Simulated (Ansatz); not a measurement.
Molecule: tribromo(methyl)germane, CH₃Br₃Ge, net charge 0, singlet state. 
Coordinates optimised at B3LYP-D3(BJ)/def2-TZVP (Ansatz, a program for electronic structure):
```xyz
8

C     -2.4056     0.0387    -0.0322
Ge    -0.4604     0.0074    -0.0062
Br     0.3454    -1.7538    -1.2766
Br     0.3239    -0.2411     2.1591
Br     0.4000     1.9776    -0.8682
H     -2.7479     0.8760     0.5729
H     -2.7376     0.1563    -1.0619
H     -2.7739    -0.8994     0.3786
```
Charge 0, spin multiplicity 1.

Basis-set convergence of Hartree-Fock and CCSD(T) correlation energies (hartree) with Ansatz. Correlated levels leave the core frozen unless marked. No spin-orbit coupling. Frozen are the shells of the preceding noble gas and the d and f shells that filled before the atom's block. Non-relativistic.

```tsv
basis	functions	E(HF)	E(corr, CCSD(T))
cc-pVDZ	137	-9832.26212	-0.63759
cc-pVTZ	244	-9832.58372	-0.85402
cc-pVQZ	417	-9832.59856	-0.92929
```

Extrapolating the two largest sets (X = 3 and 4) as X^-3: E(corr) = (64·(-0.92929) - 27·(-0.85402))/37 = -0.9842 Eh, an estimate of the basis-set limit. The largest set recovers 94.4 % of it, the smallest 64.8 %.
